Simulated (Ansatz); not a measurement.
Geometry optimisation, RKS B3LYP/def2-SVP in Ansatz 0.2.0.

input.yaml

```yaml
crystal:
  periodic: [false, false, false]
  atoms:
    - { symbol: Al, position_ang: [-1.295671, -0.194341, -0.515658] }
    - { symbol: O, position_ang: [1.625508, 0.847094, -1.073552] }
    - { symbol: F, position_ang: [-1.305517, -1.48286, -1.564804] }
    - { symbol: F, position_ang: [-2.300536, 1.075903, -0.877872] }
    - { symbol: H, position_ang: [1.563587, 0.613425, -0.134177] }
    - { symbol: C, position_ang: [-0.252272, -0.238382, 1.144901] }
    - { symbol: H, position_ang: [2.135198, 0.121951, -1.462889] }
    - { symbol: H, position_ang: [0.145166, 0.759421, 1.397369] }
    - { symbol: H, position_ang: [-0.890193, -0.537523, 1.994739] }
    - { symbol: H, position_ang: [0.574729, -0.964789, 1.091943] }
basis:
  gaussian: { orbitals: def2-SVP }
hamiltonian:
  xc: b3lyp
relax:
  f_tol: 0.03
  max_steps: 50
```

Run as:

```bash
$ ansatz run input.yaml --threads 2 --pin off --max-ram 3072MiB --backend cpu --events-out ev --progress --plain --runs-dir out
```

Where does it end, and by what steps?

The run converged. After 12 steps the energy has fallen by 0.957 eV; H7 moved furthest, 0.98 Å. Joined: Al1–O2.

```tsv
step	energy less start (eV)	largest force component (eV/Å)	accepted
0	0.0000	0.663	yes
1	-0.0968	1.614	yes
2	-0.2533	1.615	yes
3	-0.5519	1.195	yes
4	-0.7834	0.951	yes
5	-0.8821	0.556	yes
6	-0.9236	0.169	yes
7	-0.9407	0.464	yes
8	-0.9456	0.306	yes
9	-0.9458	0.615	yes
10	-0.9553	0.101	yes
11	-0.9565	0.038	yes
12	-0.9573	0.019	yes
```

```xyz
10
Properties=species:S:1:pos:R:3
Al -0.673 0.006 -0.488
O 1.057 0.664 -1.243
F -0.594 -1.297 -1.565
F -1.744 1.209 -0.948
H 1.827 0.770 -0.663
C -0.329 -0.290 1.406
H 1.281 0.007 -1.926
H -0.084 0.644 1.941
H -1.228 -0.702 1.897
H 0.487 -1.011 1.589
```

The run took 55 s on 2 threads of Arm Neoverse N1, on a shared host, peak memory 0.2 GiB.
